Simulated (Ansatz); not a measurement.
The same ligand exchange along the group Si, Ge, Sn.

Gas-phase electronic energies from Ansatz, PBE0-D4/def2-TZVP geometries. CCSD(T)/CBS adds triple-zeta CCSD(T) − MP2 to the extrapolated MP2 energy (def2 sets, frozen cores). Small cases extrapolate CCSD(T) itself. DFT in def2-TZVPP. def2 core potentials past Kr. For Ge, Sn outer-core shells are correlated without core-valence functions, which leaves a few kJ/mol of doubt a bond. Scalar relativity is left out up to krypton. Each species was taken in one conformer, which may not be the lowest.

```csv
reaction,PBE0-D4 (kcal/mol),B2PLYP (kcal/mol),LDA (SPW92) (kcal/mol),CCSD(T)/CBS(def2) (kcal/mol)
`N[Si]Cl` + HCl → `Cl[Si]Cl` + NH₃,-4.2,-3.5,-2.7,-3.5
`[NH2][Ge][Cl]` + HCl → `[Cl][Ge][Cl]` + NH₃,-12.2,-11.4,-10.0,-10.7
`[NH2][Sn][Cl]` + HCl → `[Cl][Sn][Cl]` + NH₃,-21.8,-20.8,-19.0,-20.4
```

Largest T1 diagnostic: 0.016, for `[NH2][Sn][Cl]`.

Extrapolated directly: `N[Si]Cl` + HCl → `Cl[Si]Cl` + NH₃.
